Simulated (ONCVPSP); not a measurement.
# fluorine (F): from the effect back to the setting (ONCV)

Base potential:

- Element: F
- Generator: ONCVPSP 4.0.1
- Type: optimised norm-conserving Vanderbilt (ONCV)
- Functional: PBE
- Relativity: non-relativistic
- Frozen core: [He]
- Valence charge: 7
- Reference configuration: 2s2 2p3 (charge +2)
- Partial waves: 2s: rc 0.80 bohr, ncon 5, nbas 8, qcut 10.1 1/bohr, 1 projector; 2p: rc 0.80 bohr, ncon 3, nbas 6, qcut 8.3 1/bohr, 2 projectors, debl 2.5 Ha; d scattering state at 0.23 Ha: rc 0.70 bohr, ncon 4, nbas 7, qcut 14.3 1/bohr, 2 projectors, debl 3.5 Ha
- Local potential: polynomial inside 0.65 bohr (lpopt 5, dvloc0 0 Ha)
- Core correction: Teter function fitted to the true core (icmod 2), fcfact 0.35

Cutoffs, loose and tight: the cutoffs (Ha) at which the residual kinetic energy of the hardest occupied pseudo-wave falls to 1 and 0.1 mHa per electron. They do not see the model core or the augmentation charge, which bear on the density cutoff. Test errors are all-electron minus pseudo excitation energies from the reference, over the configurations 2s2 2p5; 2s2 2p4; 2s2 2p2; 2s1 2p6; variants that change the core or the reference have their own tests.

Only the qcut of the p channel is moved:

| qcut of the p channel (1/bohr) | bound ghosts | largest test error (meV) | median size of the test errors |
| --- | --- | --- | --- |
| 4.8 | none | +263 | 104.1 meV |
| 6.4 | none | +239 | 96.6 meV |
| 9.1 | none | +153 | 67.8 meV |
| 10 | none | +127 | 58.8 meV |
| 10.8 | none | +108 | 51.8 meV |
| 12.3 | none | +80 | 41.4 meV |

Question: One more run gave bound ghosts: none; largest test error (meV): +196; median size of the test errors: 82.5 meV. Which value of the qcut of the p channel was used?

Answer: 7.8 1/bohr. The median size of the test errors moves one way along this sweep, from 104.1 meV at 4.8 to 41.4 meV at 12.3 1/bohr, which places the run between 6.4 and 9.1 1/bohr.
